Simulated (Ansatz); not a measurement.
Input (CCSDT(Q)/cc-pV(D+d)Z; Ansatz, an electronic-structure program): A basis named .json is the Basis Set Exchange file of that set.

Ansatz 0.2 input:
```yaml
crystal:
  periodic: [false, false, false]
  atoms:
    - {symbol: C, position_ang: [0.98796347, -0.96746252, 0.91536104]}
    - {symbol: C, position_ang: [-0.01050553, -0.33853769, 0.31530091]}
    - {symbol: C, position_ang: [-1.46747551, -0.58195688, 0.52164617]}
    - {symbol: Cl, position_ang: [0.33360592, 0.92509310, -0.85731176]}
    - {symbol: H, position_ang: [2.02198320, -0.73267808, 0.71111868]}
    - {symbol: H, position_ang: [0.77358784, -1.74496596, 1.63682447]}
    - {symbol: H, position_ang: [-1.96392472, 0.32542382, 0.87150532]}
    - {symbol: H, position_ang: [-1.61700049, -1.37283430, 1.25648267]}
    - {symbol: H, position_ang: [-1.94584111, -0.87378563, -0.41547992]}
basis:
  gaussian:
    orbitals: cc-pV_D+d_Z.json
magnetization: {spin_polarized: false}
correlation: {method: ccsdt_q, electrons: outside_noble_gas}
```

Output:

```
Functional definition: HF
integrals: 0.14 GiB planned
1723 factors; integrals over basis functions are off by at most 2.1e-7 eV
mean field: 0.40 GiB planned
mean field evaluation 1: about -15671.7532 eV, gradient 2.6e1 eV
mean field evaluation 2: about -15671.9049 eV, gradient 2.6e1 eV
mean field evaluation 4: about -15673.9515 eV, gradient 3.2e0 eV
mean field evaluation 8: about -15673.9957 eV, gradient 6.0e-4 eV
mean field evaluation 16: about -15673.8381 eV, gradient 3.0e-1 eV
mean field -15673.99568690 eV, -576.0087172779 hartree, gradient 6.8e-6 eV, S^2 0.000000; 0 other end points of the search recorded, 0 dependent functions left out
8 core orbitals not correlated
reference -15673.99568690 eV, -576.0087172779 hartree; 12, 12 occupied and 70, 70 virtual orbitals, 1723 factors
second order -15.00012531 eV of doubles, -0.00000000 eV of singles
coupled cluster: 3.98 GiB planned
cycle   1  -15.78696195 eV  change   -7.9e-1 eV  update   1.0e-1
cycle   2  -16.53392483 eV  change   -7.5e-1 eV  update   4.4e-2
cycle   3  -16.87246962 eV  change   -3.4e-1 eV  update   2.1e-2
cycle   4  -16.83892339 eV  change    3.4e-2 eV  update   6.5e-3
cycle   5  -16.83477224 eV  change    4.2e-3 eV  update   3.5e-3
cycle   6  -16.83875632 eV  change   -4.0e-3 eV  update   1.2e-3
cycle   7  -16.84049014 eV  change   -1.7e-3 eV  update   4.9e-4
cycle   8  -16.84022455 eV  change    2.7e-4 eV  update   1.4e-4
cycle   9  -16.84019908 eV  change    2.5e-5 eV  update   5.6e-5
cycle  10  -16.84025415 eV  change   -5.5e-5 eV  update   2.0e-5
cycle  11  -16.84020427 eV  change    5.0e-5 eV  update   8.5e-6
cycle  12  -16.84021340 eV  change   -9.1e-6 eV  update   3.2e-6
cycle  13  -16.84021665 eV  change   -3.3e-6 eV  update   1.2e-6
cycle  14  -16.84021732 eV  change   -6.7e-7 eV  update   4.7e-7
coupled cluster: 3.98 GiB planned
perturbative correction -0.03873757 eV, -0.0014235794 hartree
Total energy: -15690.87464179 eV, -576.6290074290 hartree
```
